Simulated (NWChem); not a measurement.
Species: Si2H4OClF; SMILES Cl[SiH2]O[SiH2]F

```xyz
9

Si    -0.0061    -1.7968    -0.5105
F     -0.8744    -2.1844     0.7992
O      0.8893    -0.4550    -0.1747
Si     0.9064     1.1088     0.3494
Cl    -0.8752     2.0232    -0.1539
H     -0.9554    -1.5244    -1.6167
H      0.9297    -2.9096    -0.7933
H      2.0095     1.8203    -0.3400
H      1.0437     1.1498     1.8263
```
Atoms are numbered in this order, from 1.

Program: NWChem. Structure relaxed at the PBE0/def2-SVP level. Total energies of different functionals are on different scales.

```tsv
level	energy (Ha)	highest occupied level (eV)	orbital gap (eV)	dipole (D)
PBE/def2-TZVP	-1216.3060	-7.65	6.82	1.43
B3LYP/def2-TZVP	-1217.0419	-8.80	8.67	1.54
CAM-B3LYP/def2-TZVP	-1216.9687	-10.42	11.51	1.59
BLYP/def2-TZVP	-1216.9480	[?]	6.87	1.44
PBE0/def2-TZVP	-1216.4047	-9.03	9.10	1.55
PW6B95/def2-TZVP	-1218.0437	-9.13	9.20	1.55
```

Task: Fill in the missing entries.

Result: 
- BLYP/def2-TZVP, highest occupied level (eV): -7.53
